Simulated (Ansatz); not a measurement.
`F[BH][GeH2][F]` + `[OH][InH2]` → `FB[O][InH2]` + `[F][GeH3]`  (cleavage of the B–Ge bond)

Calculated with Ansatz (gas phase, PBE0-D4/def2-TZVP geometries, no zero-point term in ΔE). CCSD(T)/CBS is the MP2 limit (def2-TZVPP, def2-QZVPP) plus CCSD(T) − MP2 in def2-TZVPP, frozen cores. DFT in def2-TZVPP. B3LYP here is the variant with VWN-RPA as its local correlation; programs differ in this. HSE06 is defined as in plane-wave codes. def2 core potentials past Kr. For Ge, In outer-core shells are correlated without core-valence functions, which leaves a few kJ/mol of doubt a bond. Scalar relativity is left out up to krypton. One conformer a species, not always the lowest.

```json
{"level": "BLYP-D4", "ΔE (kcal/mol)": "-44.4", "difference from CCSD(T)/CBS": "2.3"}
{"level": "r2SCAN-D4", "ΔE (kcal/mol)": "-47.2", "difference from CCSD(T)/CBS": "-0.5"}
{"level": "B97M-V", "ΔE (kcal/mol)": "-48.3", "difference from CCSD(T)/CBS": "-1.6"}
{"level": "B3LYP-D4", "ΔE (kcal/mol)": "-46.2", "difference from CCSD(T)/CBS": "0.5"}
{"level": "r2SCANh-D4", "ΔE (kcal/mol)": "-47.5", "difference from CCSD(T)/CBS": "-0.8"}
{"level": "B2PLYP", "ΔE (kcal/mol)": "-47.1", "difference from CCSD(T)/CBS": "-0.4"}
{"level": "B3LYP", "ΔE (kcal/mol)": "-45.9", "difference from CCSD(T)/CBS": "0.8"}
{"level": "r2SCANh", "ΔE (kcal/mol)": "-47.5", "difference from CCSD(T)/CBS": "-0.8"}
{"level": "HSE06", "ΔE (kcal/mol)": "-45.0", "difference from CCSD(T)/CBS": "1.7"}
{"level": "CAM-B3LYP", "ΔE (kcal/mol)": "-47.6", "difference from CCSD(T)/CBS": "-0.9"}
{"level": "HF/def2-SVP", "ΔE (kcal/mol)": "-56.0", "difference from CCSD(T)/CBS": "-9.3"}
{"level": "MP2/def2-SVP", "ΔE (kcal/mol)": "-56.6", "difference from CCSD(T)/CBS": "-9.9"}
{"level": "SCS-MP2/def2-TZVPP", "ΔE (kcal/mol)": "-48.2", "difference from CCSD(T)/CBS": "-1.5"}
{"level": "CCSD(T)/def2-TZVPP", "ΔE (kcal/mol)": "-47.5", "difference from CCSD(T)/CBS": "-0.8"}
{"level": "MP2/CBS(def2)", "ΔE (kcal/mol)": "-47.5", "difference from CCSD(T)/CBS": "-0.8"}
{"level": "CCSD/CBS(def2)", "ΔE (kcal/mol)": "-46.7", "difference from CCSD(T)/CBS": "0.0"}
{"level": "CCSD(T)/CBS", "ΔE (kcal/mol)": "-46.7", "difference from CCSD(T)/CBS": "0"}
```

(1) What do rigid-rotor, harmonic-oscillator terms from PBE0-D4/def2-TZVP frequencies (298.15 K, 1 bar) make of the CCSD(T)/CBS value? (An estimate is asked.)

Largest T1 diagnostic among the species: 0.017.

Answers

(1) Computed: ΔZPE = -0.5 kcal/mol, ΔH = -47.4 kcal/mol, ΔS = -18 J/(mol·K), ΔG = -46.1 kcal/mol.

At CCSD(T), def2-SVP lies −8.7 kcal/mol from the extrapolated value and def2-TZVPP −0.8 kcal/mol. Leaving LDA and LC-ωPBE aside and taking each functional with its dispersion term where it has one, the values, not all of them listed here, spread over 6.1 kcal/mol, from BHLYP-D4 to revPBE-D4. LDA lies −3.1 kcal/mol from PBE without D4.
